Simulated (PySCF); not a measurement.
Species: C7H8.
SMILES with atom numbers: `[CH:1]#[C:2][C:3](=[CH2:4])[CH2:5][CH:6]=[CH2:7]` (hydrogens: H8 on C1; H9, H10 on C4; H11, H12 on C5; H13 on C6; H14, H15 on C7)

The geometry is computed with GFN2-xTB (gas phase).

Problem. Give the optimised bond lengths and angles.

Solution. 
| bond | length (Å) |
| --- | --- |
| C1≡C2 | 1.201 |
| C2–C3 | 1.417 |
| C3=C4 | 1.330 |
| C3–C5 | 1.509 |
| C5–C6 | 1.499 |
| C6=C7 | 1.319 |
| C1–H8 | 1.049 |
| C4–H9 | 1.077 |
| C4–H10 | 1.077 |
| C5–H11, C5–H12 | 1.093 |
| C6–H13 | 1.082 |
| C7–H14 | 1.078 |
| C7–H15 | 1.077 |

Bonds in one row agree within 0.01 Å and their mean is given. A selection of angles:
| angle | degrees |
| --- | --- |
| C2–C1–H8 | 179.1 |
| C1–C2–C3 | 177.9 |
| C2–C3–C4 | 121.4 |
| C2–C3–C5 | 115.4 |
| C4–C3–C5 | 123.1 |
| C3–C4–H9 | 121.7 |
| C3–C4–H10 | 121.4 |
| H9–C4–H10 | 116.9 |
| C3–C5–C6 | 110.1 |
| C3–C5–H11 | 109.8 |
| C6–C5–H11 | 110.2 |
| H11–C5–H12 | 109.0 |
| C5–C6–C7 | 124.2 |
| C5–C6–H13 | 115.0 |
| C7–C6–H13 | 120.8 |
| C6–C7–H14 | 121.8 |
| C6–C7–H15 | 122.1 |
| H14–C7–H15 | 116.2 |

Dihedral angles: C2–C3–C5–C6 68° (synclinal); C3–C5–C6–C7 120° (anticlinal). The mirror-image conformer, all signs reversed, is as good.

Of the pairs four or more bonds apart, C2···H13 is among the closest relative to their van der Waals radii: 2.80 Å, 97 % of the sum of Bondi's values. The C–C distances run from 1.201 Å (C1≡C2, drawn triple) to 1.509 Å (C3–C5, drawn single), a spread of 0.308 Å.

Point group: C1 (no symmetry element, even within 0.4 Å). No GFN2-xTB frequencies stand behind this structure, so it isn't proved a minimum. The numbers are those of one conformer.
